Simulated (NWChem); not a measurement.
C$_{2}$H$_{3}$F$_{2}$NSi; SMILES N#CC[SiH](F)F

```xyz
9

N     -0.2500    -2.9717    -0.2472
C      0.2355    -1.9772     0.1049
C      0.8146    -0.7003     0.5012
Si    -0.0516     0.7532    -0.3381
F     -1.5069     0.9364     0.3019
F      0.8078     2.0613     0.0090
H      0.7475    -0.5787     1.5899
H      1.8802    -0.6783     0.2382
H     -0.1641     0.5995    -1.7991
```
Atoms are numbered in this order, from 1.

Computed with NWChem. Medium grid unless said otherwise, to which SCAN and Minnesota functionals are sensitive. Coordinates come from a B3LYP/6-31G* (spherical d) optimisation. Total energies of different functionals are on different scales.

| level | energy (Ha) | highest occupied level (eV) | orbital gap (eV) | dipole (D) |
|---|---|---|---|---|
| PBE/def2-TZVP | -621.7215 | -7.97 | 6.96 | 2.98 |
| B3LYP/def2-TZVP | -622.2507 | -9.09 | 8.82 | 3.00 |
| r2SCAN/def2-TZVP | -622.0447 | -8.25 | 7.55 | 3.07 |
| M06-2X/def2-TZVP | -622.0908 | ___ | ___ | 2.97 |
| LDA (Slater exchange, VWN5)/def2-TZVP | -618.6532 | -8.16 | 6.85 | 3.04 |

Problem. Complete the blanks.

Solution. 
- M06-2X/def2-TZVP, highest occupied level (eV): -10.62
- M06-2X/def2-TZVP, orbital gap (eV): 11.45
